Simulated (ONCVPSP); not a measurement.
Potentials for Co compared

Generated with ld1.x 7.5 (TM, RRKJ, ultrasoft, PAW), atompaw 4.2 or ONCVPSP 4.0.1. The cutoff is in Ry: for ld1.x and atompaw files where the sum of valence levels is converged to 10 mRy in a Bessel basis, for ONCV files where the hardest occupied wave has 1 mHa per electron of residual kinetic energy. The error is the largest all-electron minus pseudo excitation energy over each file’s own four to seven test configurations (ionisations up to +4, promotions, holes and added fractions of an electron), all of which were solved. The labels leave out finer settings (local radius, basis sizes, second energies), which also bear on the numbers. Spin-polarised tests are not counted. The rows are a selection from randomly drawn settings: files with unsolved tests, undetermined cutoffs or missed reference levels are left out.

A true bound ghost makes a file unfit for plane-wave use even where its test errors are small: the radial tests pick states by their node count and pass the ghost by.

```csv
potential,cutoff (Ry),largest error (meV),bound ghosts
"ONCV, PBE, scalar-relativistic, rc 2.45/1.70/1.05 (spd), local smoothed, core correction yes, reference 3p6 3d7 4s1 4p1, qcut 2/7.1/17.6, projectors 2/3/2",200,-19,s
"ONCV, LDA (Perdew-Wang 92), scalar-relativistic, rc 1.45/1.00/0.95 (spd), local smoothed, core correction yes, reference 3s2 3p6 3d7 4s2, qcut 10.8/14.8/15.1, projectors 3/2/1",188,-156,none
```

(1) Fill in the row for Co: ONCV, PBEsol, scalar-relativistic, rc 1.30/1.20/1.45 (spd), local smoothed, core correction yes, reference 3s2 3p6 3d7 4s2, qcut 11.3/12.8/9.4, projectors 2/2/3.

(2) Fill in the row for Co: ONCV, PBE, scalar-relativistic, rc 1.15/1.15/1.70 (spd), local smoothed, core correction yes, reference 3s2 3p6 3d7 4s2, qcut 9.5/10.6/10, projectors 2/2/2.

(3) Fill in the row for Co: ONCV, LDA (Perdew-Zunger), scalar-relativistic, rc 2.10/1.75/1.35 (spd), local d, core correction yes, reference 3d7 4s1.75, qcut 3.4/4.2/14, projectors 2/2/0.

Results:

(1) cutoff 80 Ry, largest error -351 meV, bound ghosts: none.

(2) cutoff 76 Ry, largest error +96 meV, bound ghosts: none.

(3) cutoff 129 Ry, largest error -29 meV, bound ghosts: s, p.
